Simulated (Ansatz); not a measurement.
Consider the formal exchange of groups at a Ge–Se bond: `C[Se][GeH2][F]` + `COC(C)C` → `CC(C)[O][GeH2][F]` + `C[Se]C`.

Program: Ansatz. Geometries: PBE0-D4/def2-TZVP. ΔE: electronic, gas phase. CCSD(T)/CBS adds triple-zeta CCSD(T) − MP2 to the extrapolated MP2 energy (def2 sets, frozen cores). DFT in def2-TZVPP. B3LYP here is the variant with VWN-RPA as its local correlation; programs differ in this. For Ge, Se outer-core shells are correlated without core-valence functions, which leaves a few kJ/mol of doubt a bond. Scalar relativity is left out up to krypton. One conformer a species, not always the lowest.

| level | ΔE (kJ/mol) |
| --- | --- |
| ωB97M-V | -22.8 |
| BLYP | -18.6 |
| B3LYP | -18.6 |
| r2SCAN0 | -18.3 |
| BHLYP | -19.8 |
| RPA@PBE/def2-TZVPP | -29.6 |
| HF/def2-TZVPP | -22.9 |
| CCSD/CBS(def2) | -25.6 |

What does CCSD(T)/CBS give? (An estimate is asked.)

Ansatz gave: -26.2 kJ/mol. The listed levels differ from it by 3.4, 7.6, 7.6, 7.9, 6.4, -3.4, 3.3, 0.6 kJ/mol.

What do rigid-rotor, harmonic-oscillator terms from PBE0-D4/def2-TZVP frequencies (298.15 K, 1 bar) make of the CCSD(T)/CBS value? (Best estimate.)

Ansatz gave: ΔZPE = -3.5 kJ/mol, ΔH = -29.9 kJ/mol, ΔS = -7 J/(mol·K), ΔG = -27.8 kJ/mol. Modes under 50 cm⁻¹ make the entropy rough.

Largest T1 diagnostic among the species: 0.012.

At CCSD(T), def2-SVP lies +6.4 kJ/mol from the extrapolated value and def2-TZVPP −3.2 kJ/mol. Leaving LDA and LC-ωPBE aside and taking each functional with its dispersion term where it has one, the values, not all of them listed here, spread over 11.1 kJ/mol, from B2PLYP to PBE-D4. LDA lies +3.4 kJ/mol from PBE without D4.
